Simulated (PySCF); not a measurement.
Isomers of C7H17NSi.

All values: PBE0/pcSseg-1 (PySCF) at GFN2-xTB geometries, gas phase, one conformer each.

Question: Rank by the lowest IAO charge on any atom, highest value first.
A. `[CH2:1]=[CH:2][SiH2:3][C@@H:4]([CH3:5])[C@@H:6]([CH3:7])[CH2:8][NH2:9]` with C1–C2–Si3–C4 123°, C2–Si3–C4–C5 179°, Si3–C4–C6–C7 -48°, C4–C6–C8–N9 57°, C6–C8–N9–H 64° and -178°
B. `[CH3:1]/[CH:2]=[CH:3]/[Si@@H:4]([CH2:5][CH2:6][CH3:7])[NH:8][CH3:9]` with C2–C3–Si4–C5 -94°, C3–Si4–C5–C6 -48°, Si4–C5–C6–C7 179°, C3–Si4–N8–C9 -173°
C. `[H]/[N:9]=[CH:8]/[C:5]([SiH2:4][CH2:3][CH2:2][CH3:1])([CH3:6])[CH3:7]` with C1–C2–C3–Si4 180°, C2–C3–Si4–C5 -178°, C3–Si4–C5–C6 -179°, Si4–C5–C8–N9 -98°
D. `[CH2:1]=[CH:2][N:3]([SiH3:4])[C@@H:5]([CH3:6])[CH:7]([CH3:8])[CH3:9]` with C1–C2–N3–Si4 1°, C2–N3–C5–C6 -61°, N3–C5–C7–C8 53°

Answer: D (-0.458 e), C (-0.531 e), A (-0.577 e), B (-0.676 e).

Question: Rank by the highest Hirshfeld charge on any atom, highest value first.
A. `[CH2:1]=[CH:2][N:3]([SiH3:4])[C@@H:5]([CH3:6])[CH:7]([CH3:8])[CH3:9]` with C1–C2–N3–Si4 1°, C2–N3–C5–C6 -61°, N3–C5–C7–C8 53°
B. `[CH3:1]/[CH:2]=[CH:3]/[Si@@H:4]([CH2:5][CH2:6][CH3:7])[NH:8][CH3:9]` with C2–C3–Si4–C5 -94°, C3–Si4–C5–C6 -48°, Si4–C5–C6–C7 179°, C3–Si4–N8–C9 -173°
C. `[H]/[N:9]=[CH:8]/[C:5]([SiH2:4][CH2:3][CH2:2][CH3:1])([CH3:6])[CH3:7]` with C1–C2–C3–Si4 180°, C2–C3–Si4–C5 -178°, C3–Si4–C5–C6 -179°, Si4–C5–C8–N9 -98°

Answer: B (+0.380 e), A (+0.351 e), C (+0.337 e).

Question: Rank by HOMO energy, lowest first.
A. `[CH2:1]=[CH:2][N:3]([SiH3:4])[C@@H:5]([CH3:6])[CH:7]([CH3:8])[CH3:9]` with C1–C2–N3–Si4 1°, C2–N3–C5–C6 -61°, N3–C5–C7–C8 53°
B. `[CH3:1][CH2:2][NH:3][SiH2:4][C@@H:5]([CH3:6])[CH:7]1[CH2:8][CH2:9]1` with C1–C2–N3–Si4 -147°, C2–N3–Si4–C5 177°, N3–Si4–C5–C6 178°, Si4–C5–C7–C8 158°
C. `[H]/[N:9]=[CH:8]/[C:5]([SiH2:4][CH2:3][CH2:2][CH3:1])([CH3:6])[CH3:7]` with C1–C2–C3–Si4 180°, C2–C3–Si4–C5 -178°, C3–Si4–C5–C6 -179°, Si4–C5–C8–N9 -98°
D. `[CH2:1]=[CH:2][SiH2:3][C@@H:4]([CH3:5])[C@@H:6]([CH3:7])[CH2:8][NH2:9]` with C1–C2–Si3–C4 123°, C2–Si3–C4–C5 179°, Si3–C4–C6–C7 -48°, C4–C6–C8–N9 57°, C6–C8–N9–H 64° and -178°
E. `[CH3:1][C:2]([CH3:3])([CH3:4])[N:5]1[CH2:6][CH2:7][CH2:8][SiH2:9]1` with C2–N5–C6–C7 156°, N5–C6–C7–C8 41°, C6–C7–C8–Si9 -38°, C7–C8–Si9–N5 22°

Answer: C (-7.21 eV), D (-6.74 eV), B (-6.50 eV), E (-6.03 eV), A (-5.84 eV).

All values together:

| SMILES | μ (D) | HOMO (eV) | LUMO (eV) | lowest IAO charge (e) | highest IAO charge (e) | lowest Hirshfeld charge (e) | highest Hirshfeld charge (e) |
| --- | --- | --- | --- | --- | --- | --- | --- |
| CCN[SiH2][C@@H](C)C1CC1 | 0.93 | -6.50 | 0.95 | -0.679 (N) | +0.887 (Si) | -0.240 (N) | +0.356 (Si) |
| C/C=C/[Si@@H](CCC)NC | 0.94 | -6.49 | 0.05 | -0.676 (N) | +1.024 (Si) | -0.243 (N) | +0.380 (Si) |
| [H]/N=C\C(C)(C)[SiH2]C(C)C | 2.27 | -7.16 | -0.12 | -0.449 (N) | +0.731 (Si) | -0.236 (N) | +0.337 (Si) |
| [H]/N=C/C(C)(C)[SiH2]CCC | 1.21 | -7.21 | -0.11 | -0.531 (C) | +0.746 (Si) | -0.220 (N) | +0.337 (Si) |
| CC(C)(C)N1CCC[SiH2]1 | 0.83 | -6.03 | 1.07 | -0.545 (C) | +0.860 (Si) | -0.168 (N) | +0.353 (Si) |
| C=CN([SiH3])[C@@H](C)CCC | 1.50 | -5.85 | 0.77 | -0.458 (N) | +0.730 (Si) | -0.162 (C) | +0.351 (Si) |
| C=CN([SiH3])[C@@H](C)C(C)C | 1.53 | -5.84 | 0.78 | -0.458 (N) | +0.729 (Si) | -0.161 (C) | +0.351 (Si) |
| C=C[SiH2][C@@H](C)[C@@H](C)CN | 2.07 | -6.74 | -0.16 | -0.577 (N) | +0.728 (Si) | -0.225 (N) | +0.330 (Si) |
| CCC[C@@H]1CCN([SiH3])C1 | 1.28 | -6.05 | 0.87 | -0.530 (N) | +0.742 (Si) | -0.182 (N) | +0.337 (Si) |
| C=C(C)[C@@H](C)[SiH2]NCC | 0.58 | -6.47 | 0.33 | -0.681 (N) | +0.885 (Si) | -0.242 (N) | +0.356 (Si) |

Conformers: `[CH3:1][CH2:2][NH:3][SiH2:4][C@@H:5]([CH3:6])[CH:7]1[CH2:8][CH2:9]1` with C1–C2–N3–Si4 -147°, C2–N3–Si4–C5 177°, N3–Si4–C5–C6 178°, Si4–C5–C7–C8 158°; `[CH3:1]/[CH:2]=[CH:3]/[Si@@H:4]([CH2:5][CH2:6][CH3:7])[NH:8][CH3:9]` with C2–C3–Si4–C5 -94°, C3–Si4–C5–C6 -48°, Si4–C5–C6–C7 179°, C3–Si4–N8–C9 -173°; `[H]/[N:9]=[CH:8]\[C:5]([SiH2:4][CH:2]([CH3:1])[CH3:3])([CH3:6])[CH3:7]` with C1–C2–Si4–C5 75°, C2–Si4–C5–C6 58°, Si4–C5–C8–N9 107°; `[H]/[N:9]=[CH:8]/[C:5]([SiH2:4][CH2:3][CH2:2][CH3:1])([CH3:6])[CH3:7]` with C1–C2–C3–Si4 180°, C2–C3–Si4–C5 -178°, C3–Si4–C5–C6 -179°, Si4–C5–C8–N9 -98°; `[CH3:1][C:2]([CH3:3])([CH3:4])[N:5]1[CH2:6][CH2:7][CH2:8][SiH2:9]1` with C2–N5–C6–C7 156°, N5–C6–C7–C8 41°, C6–C7–C8–Si9 -38°, C7–C8–Si9–N5 22°; `[CH2:1]=[CH:2][N:3]([SiH3:4])[C@@H:5]([CH3:6])[CH2:7][CH2:8][CH3:9]` with C1–C2–N3–Si4 -2°, C2–N3–C5–C6 -62°, N3–C5–C7–C8 59°, C5–C7–C8–C9 177°; `[CH2:1]=[CH:2][N:3]([SiH3:4])[C@@H:5]([CH3:6])[CH:7]([CH3:8])[CH3:9]` with C1–C2–N3–Si4 1°, C2–N3–C5–C6 -61°, N3–C5–C7–C8 53°; `[CH2:1]=[CH:2][SiH2:3][C@@H:4]([CH3:5])[C@@H:6]([CH3:7])[CH2:8][NH2:9]` with C1–C2–Si3–C4 123°, C2–Si3–C4–C5 179°, Si3–C4–C6–C7 -48°, C4–C6–C8–N9 57°, C6–C8–N9–H 64° and -178°; `[CH3:1][CH2:2][CH2:3][C@@H:4]1[CH2:5][CH2:6][N:7]([SiH3:8])[CH2:9]1` with C1–C2–C3–C4 -178°, C2–C3–C4–C5 -65°, C3–C4–C5–C6 -155°, C4–C5–C6–N7 16°, C5–C6–N7–Si8 170°, C6–N7–C9–C4 -29°; `[CH2:1]=[C:2]([CH3:3])[C@@H:4]([CH3:5])[SiH2:6][NH:7][CH2:8][CH3:9]` with C1–C2–C4–C5 137°, C2–C4–Si6–N7 51°, C4–Si6–N7–C8 176°, Si6–N7–C8–C9 -147°.
